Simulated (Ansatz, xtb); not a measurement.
## Ranking isomers of C4H9ClSi

4 gas-phase structures of C4H9ClSi, from a drawn sample of its isomers (lower ones may exist). Each was relaxed with GFN2-xTB; where two conformers were screened, the lower at r2SCAN-D4/def2-SVP is listed:

A. `C=C[Si@@H](C)CCl`, a singlet
B. `C=CC[SiH2]CCl`, a singlet
C. `C=C[C@@H](Cl)[SiH2]C`, a singlet
D. `C=C[Si](C)(C)Cl`, a singlet

Task: Estimate their order in r2SCAN-D4/def2-SVP energy at these geometries, lowest first.

Result: Calculated order at r2SCAN-D4/def2-SVP: D (0.0), A (43.4), C (47.6), B (49.7) kcal/mol.

Energies above the lowest of each column, in kcal/mol; the last columns are at PBE0-D3(BJ)/def2-SVP geometries and were run for some of them only (a dash: not run or not comparable):

```csv
structure,GFN2-xTB,HF/STO-3G,r2SCAN-D4/def2-SVP,PBE0-D3(BJ)/def2-SVP,CCSD(T)/def2-SVP + ΔMP2/def2-TZVPP
D,0.0,0.0,0.0,0.0,0.0
A,30.5,43.0,43.4,44.6,44.1
C,19.4,51.4,47.6,48.7,50.1
B,22.5,52.4,49.7,–,–
```

Every level run on D puts it lowest or level with the lowest. Flexible structures stand in one conformer each, not always the lowest. Frequencies (GFN2-xTB) were run for A, C, D alone. The ΔMP2 step shifts differences by up to 3.6 kcal/mol, which makes them less sure. ΔMP2 is the change of the MP2 energy from the smaller to the larger basis.

Over these structures GFN2-xTB departs from r2SCAN-D4/def2-SVP by 10.6 kcal/mol on average once a common shift is removed. A GFN2-xTB relaxation took about 0.33 s and the r2SCAN-D4/def2-SVP energy about 6 s on a shared host (Ansatz 0.2.0, xtb 6.7.1).
